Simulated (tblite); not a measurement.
Compound: C₅H₁₁FOSi₂.
Atom-mapped SMILES: `[O:1]=[CH:2][C@@H:3]([SiH3:4])[SiH2:5]/[CH:6]=[CH:7]\[CH2:8][F:9]` (hydrogens: H10 on C2; H11 on C3; H12, H13, H14 on Si4; H15, H16 on Si5; H17 on C6; H18 on C7; H19, H20 on C8)

Geometry (GFN2-xTB, Å), atoms numbered from 1 in this order:
```
atom  x, y, z in Å
O1    -1.242    0.689   -2.325
C2    -1.913    1.142   -1.428
C3    -1.713    0.855   -0.005
Si4   -2.643   -0.771    0.392
Si5    0.168    0.780    0.381
C6     0.913   -0.694   -0.521
C7     2.197   -1.017   -0.561
C8     3.309   -0.304    0.135
F9     2.865    0.688    0.975
H10   -2.762    1.820   -1.662
H11   -2.183    1.633    0.598
H12   -4.075   -0.561    0.160
H13   -2.176   -1.868   -0.453
H14   -2.412   -1.069    1.805
H15    0.271    0.632    1.836
H16    0.736    2.051   -0.077
H17    0.234   -1.306   -1.098
H18    2.553   -1.866   -1.134
H19    3.892   -0.999    0.752
H20    3.976    0.177   -0.593
```

Calculated harmonic vibrations of the isolated species, GFN2-xTB (tblite), most abundant isotopes, no scaling. Against measured fundamentals such values can be off by several per cent, at times by over 20. Modes of hydrogen on silicon can be 10 to 20 % off. One conformer, not necessarily the lowest. The optimisation stopped once no atom felt more than 0.01 eV/Å.

Lowest wavenumbers of the output (negative numbers stand for imaginary wavenumbers):
```
mode    cm-1
  1     -33.3
  2      34.3
  3      52.9
  4      73.0
  5      96.9
  6     112.6
  7     126.6
  8     161.2
  9     197.7
 10     226.5
```

Is this structure a minimum?

Not by this Hessian. 1 mode is imaginary beyond 20i (33i cm⁻¹), so at this level the point lies at or near a first-order saddle. The curvature is small, so loose convergence or finite differences may be the whole cause.

Which atoms move in the imaginary mode?

33i: O1 (aldehyde oxygen) 57 %. These are shares of the mass-weighted motion.

What is the remedy?

Step along that mode in both directions, optimise again with tighter thresholds and repeat the frequencies. The zero-point energy of this point (86.0 kcal/mol) counts the 53 real modes alone, and thermal corrections from it aren't those of a minimum.
